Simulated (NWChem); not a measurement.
System: GeSiH₆O; SMILES [OH][GeH2][SiH3]

NWChem printed, in part:

```
             Northwest Computational Chemistry Package (NWChem) 7.3.0
             --------------------------------------------------------

 C1  symmetry detected

                             Geometry "geometry" -> ""
                             -------------------------

 Output coordinates in angstroms (scale by  1.889725989 to convert to a.u.)

  No.       Tag          Charge          X              Y              Z
 ---- ---------------- ---------- -------------- -------------- --------------
    1 O                    8.0000     1.09028650    -1.53918039    -0.05861759
    2 Ge                  32.0000    -0.38020082    -0.51817592    -0.00115549
    3 Si                  14.0000     0.21985103     1.79829354    -0.01048319
    4 H                    1.0000     1.68055069    -1.37476905     0.68413731
    5 H                    1.0000    -1.15206470    -0.92294810    -1.26613590
    6 H                    1.0000    -1.21607952    -0.86945949     1.25281282
    7 H                    1.0000     1.09559420     2.09791237     1.16516695
    8 H                    1.0000    -1.00588409     2.65114707     0.07750988
    9 H                    1.0000     0.96410319     2.13708029    -1.26080987

 Effective nuclear repulsion energy (a.u.)     271.3286907046

                                 NWChem DFT Module
                                 -----------------

 Summary of "ao basis" -> "ao basis" (spherical)
 ------------------------------------------------------------------------------
       Tag                 Description            Shells   Functions and Types
 ---------------- ------------------------------  ------  ---------------------
 O                           6-31g*                  6       14   3s2p1d
 Ge                          6-31g*                 12       32   5s4p3d
 Si                          6-31g*                  8       18   4s3p1d
 H                           6-31g*                  2        2   2s

            General Information
            -------------------
          SCF calculation type: DFT
          Wavefunction type:  closed shell.
          No. of atoms     :     9
          No. of electrons :    60
           Alpha electrons :    30
            Beta electrons :    30
          Charge           :     0
          Spin multiplicity:     1
          Use of symmetry is: off; symmetry adaption is: off
          Maximum number of iterations: 150
          AO basis - number of functions:    76
                     number of shells:    38
          Convergence on energy requested:  1.00D-06
          Convergence on density requested:  1.00D-05
          Convergence on gradient requested:  5.00D-04

              XC Information
              --------------
                       M06-2X Method XC Functional
                     Hartree-Fock (Exact) Exchange  0.540
                        M06-2X Exchange Functional  1.000
                      M06-2X Correlation Potential  1.000

             Grid Information
             ----------------
          Grid used for XC integration:  coarse
          Radial quadrature: Mura-Knowles
          Angular quadrature: Lebedev.
          Tag              B.-S. Rad. Rad. Pts. Rad. Cut. Ang. Pts.
          ---              ---------- --------- --------- ---------
          O                   0.60       35          11.0       302
          Ge                  1.25       95          10.0       302
          Si                  1.10       70          10.0       302
          H                   0.35       35          11.0       302
          Grid pruning is: on
          Number of quadrature shells:   410
          Spatial weights used:  Erf1

      Superposition of Atomic Density Guess
      -------------------------------------

 Sum of atomic energies:       -2441.58249146

      Non-variational initial energy
      ------------------------------

 Total energy =   -2442.400620
 1-e energy   =   -3941.350542
 2-e energy   =    1227.621231
 HOMO         =      -0.306173
 LUMO         =       0.012784

     ---------------------------------------------
      Total Density - Mulliken Population Analysis
     ---------------------------------------------

    Atom       Charge   Shell Charges
 -----------   ------   -------------------------------------------------------
    1 O    8     9.09   2.00  0.94  3.14  0.92  2.07  0.01
    2 Ge  32    31.45   2.00  2.00  6.00  2.00  5.99  1.17  1.70  0.13  0.32  6.88  2.97  0.29
    3 Si  14    13.87   2.00  2.00  5.97  1.00  1.78  0.36  0.68  0.09
    4 H    1     0.45   0.36  0.10
    5 H    1     1.00   0.45  0.55
    6 H    1     1.01   0.45  0.56
    7 H    1     1.04   0.46  0.58
    8 H    1     1.04   0.46  0.58
    9 H    1     1.04   0.47  0.58

   convergence    iter        energy       DeltaE   RMS-Dens  Diis-err
 ---------------- ----- ----------------- --------- --------- ---------
 d= 0,ls=0.0,diis     1  -2444.8809451618 -2.72D+03  1.25D-02  5.40D-01
 d= 0,ls=0.0,diis     2  -2444.8759619213  4.98D-03  6.63D-03  7.08D-01
 d= 0,ls=0.0,diis     3  -2444.9436922979 -6.77D-02  8.95D-04  9.05D-03
 d= 0,ls=0.0,diis     4  -2444.9446357260 -9.43D-04  2.32D-04  2.95D-04
 d= 0,ls=0.0,diis     5  -2444.9446760174 -4.03D-05  5.59D-05  3.12D-05
  Resetting Diis
 d= 0,ls=0.0,diis     6  -2444.9446790684 -3.05D-06  1.75D-05  3.25D-06
 d= 0,ls=0.0,diis     7  -2444.9446793125 -2.44D-07  6.59D-06  1.12D-07

         Total DFT energy =    -2444.944679312496
      One electron energy =    -3944.184648121344
           Coulomb energy =     1338.717711609612
    Exchange-Corr. energy =     -110.806433505353
 Nuclear repulsion energy =      271.328690704590

 Numeric. integr. density =       59.999790645680

                       DFT Final Molecular Orbital Analysis
                       ------------------------------------

 Vector   28  Occ=2.000000D+00  E=-4.053895D-01
              MO Center=  3.9D-01,  1.0D+00, -3.4D-01, r^2= 4.7D+00
   Bfn.  Coefficient  Atom+Function         Bfn.  Coefficient  Atom+Function
  ----- ------------  ---------------      ----- ------------  ---------------
    53     -0.270675  3 Si px                 4      0.258299  1 O  py
    76     -0.258852  9 H  s                 75     -0.225424  9 H  s
    55      0.210275  3 Si pz                74      0.197581  8 H  s
     8      0.192068  1 O  py                73      0.160189  8 H  s
     5     -0.127619  1 O  pz                 3      0.110904  1 O  px

 Vector   29  Occ=2.000000D+00  E=-3.748081D-01
              MO Center= -8.4D-02, -8.0D-01,  1.2D-02, r^2= 3.5D+00
   Bfn.  Coefficient  Atom+Function         Bfn.  Coefficient  Atom+Function
  ----- ------------  ---------------      ----- ------------  ---------------
     5      0.316558  1 O  pz                27     -0.294295  2 Ge pz
     9      0.244768  1 O  pz                70     -0.228588  6 H  s
    68      0.226976  5 H  s                  3     -0.209169  1 O  px
    67      0.182631  5 H  s                 69     -0.179184  6 H  s
     7     -0.163179  1 O  px                26     -0.151956  2 Ge py

 Vector   30  Occ=2.000000D+00  E=-3.251549D-01
              MO Center=  8.3D-02,  1.9D-01,  5.2D-02, r^2= 3.8D+00
   Bfn.  Coefficient  Atom+Function         Bfn.  Coefficient  Atom+Function
  ----- ------------  ---------------      ----- ------------  ---------------
    54     -0.362601  3 Si py                26      0.358534  2 Ge py
     4     -0.294013  1 O  py                 8     -0.239813  1 O  py
    70     -0.176030  6 H  s                 50      0.143302  3 Si py
    22     -0.138733  2 Ge py                25      0.135741  2 Ge px
    58     -0.132527  3 Si py                69     -0.123555  6 H  s

 Vector   31  Occ=0.000000D+00  E= 2.155238D-02
              MO Center= -7.9D-02, -3.6D-02,  8.2D-02, r^2= 5.4D+00
   Bfn.  Coefficient  Atom+Function         Bfn.  Coefficient  Atom+Function
  ----- ------------  ---------------      ----- ------------  ---------------
    29      0.608516  2 Ge px                30     -0.504284  2 Ge py
     6     -0.499610  1 O  s                 74      0.427745  8 H  s
    57      0.326556  3 Si px                72     -0.321449  7 H  s
    56      0.296534  3 Si s                 68      0.249989  5 H  s
    58     -0.234159  3 Si py                25      0.210310  2 Ge px

 Vector   32  Occ=0.000000D+00  E= 5.736886D-02
              MO Center= -1.3D-01,  9.5D-01,  2.1D-01, r^2= 5.8D+00
   Bfn.  Coefficient  Atom+Function         Bfn.  Coefficient  Atom+Function
  ----- ------------  ---------------      ----- ------------  ---------------
    58      0.918253  3 Si py                28      0.889764  2 Ge s
    56     -0.861732  3 Si s                 30      0.770528  2 Ge py
    59      0.742807  3 Si pz                76      0.666575  9 H  s
    72     -0.465305  7 H  s                 70     -0.408102  6 H  s
    29      0.375895  2 Ge px                31      0.317360  2 Ge pz

[...]

                         DFT ENERGY GRADIENTS

    atom               coordinates                        gradient
                 x          y          z           x          y          z
   1 O       2.060343  -2.908629  -0.110771   -0.003163   0.003480   0.002129
   2 Ge     -0.718475  -0.979211  -0.002184    0.001039  -0.003296   0.000628
   3 Si      0.415458   3.398282  -0.019810   -0.000364  -0.004097   0.000021
   4 H       3.175780  -2.597937   1.292832   -0.002767   0.000115  -0.002769
   5 H      -2.177087  -1.744119  -2.392650    0.002746   0.000649   0.003366
   6 H      -2.298057  -1.643040   2.367473    0.002216   0.000652  -0.003350
   7 H       2.070373   3.964480   2.201846    0.001880   0.000313   0.002833
   8 H      -1.900845   5.009942   0.146472   -0.003279   0.001814   0.000219
   9 H       1.821891   4.038496  -2.382585    0.001691   0.000369  -0.003076
```

Level: M06-2X/6-31G* (spherical d). The geometry was optimised at PBE0/def2-SVP.

Task: Which NWChem input produces such a log?

Result: This is not unique; one that fits is the input that was run:
```
start job
memory heap 200 mb stack 900 mb global 1100 mb
geometry units angstroms noautoz
  O      1.108277    -1.566750    -0.158799
  Ge    -0.365159    -0.564580     0.022106
  Si     0.206255     1.759007    -0.002582
  H      1.750899    -1.404005     0.539541
  H     -1.225460    -0.963639    -1.186374
  H     -1.100213    -0.941014     1.330740
  H      1.164596     2.055266     1.107672
  H     -1.018939     2.595682     0.188214
  H      0.850364     2.121781    -1.300859
end
basis spherical
  O library 6-31g*
  Ge library 6-31g*
  Si library 6-31g*
  H library 6-31g*
end
dft
  xc m06-2x
  grid coarse
  iterations 150
  mulliken
end
task dft gradient
```
